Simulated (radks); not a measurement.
The numbers below are computed, except where a source is named.
Q: Valence configurations of Dy3+ (all share [Xe]). Level of theory: Dirac Kohn-Sham, PBE, spin-unpolarised, spherical densities, finite nucleus; open shells fill j = l - 1/2 first; Fermi nuclear charge, rms radius 5.2218 fm (a radial shooting solver on a logarithmic mesh with Libxc functionals). Order these by energy: 4f8 6p1; 4f7 6s2; 4f7 5d1 6p1; 4f8 5d0.5 6p0.5; 4f8 6s1; 4f8 5d1; 4f6 5d3; 4f8.5 6p0.5; 4f7 5d2; 4f9.

A: From the lowest, in eV above it: 4f9 0.000; 4f8.5 6p0.5 8.943; 4f8 5d1 11.523; 4f8 6s1 14.844; 4f8 5d0.5 6p0.5 15.667; 4f8 6p1 20.138; 4f7 5d2 28.658; 4f7 6s2 38.426; 4f7 5d1 6p1 38.579; 4f6 5d3 52.056. NIST lists [Xe] 4f9 as the ground configuration; this level of theory agrees among the configurations tried. The energies are those of spherical spin-averaged densities, not of single terms.
